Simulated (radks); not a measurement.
The numbers below are computed, except where a source is named.
Ni V, configuration [Ar] 3d6 (the NIST ground configuration). Level of theory: scalar-relativistic Kohn-Sham, PBE, spin-unpolarised, spherical densities, point nucleus (a radial shooting solver on a logarithmic mesh with Libxc functionals). Some entries of the table are withheld. Estimate them.

orbital  occ.  eigenvalue (eV)  <r^2> (bohr^2)
1s          2        -8276.400        0.003936
2s          2        -1046.848         0.07078
2p          6        -909.6296             (1)
3s          2              (2)          0.6104
3p          6        -132.9276             (3)
3d          6         -68.4741          0.8775

Answer. 
(1) 2p <r^2> (bohr^2): 0.05689
(2) 3s eigenvalue (eV): -173.0837
(3) 3p <r^2> (bohr^2): 0.6720
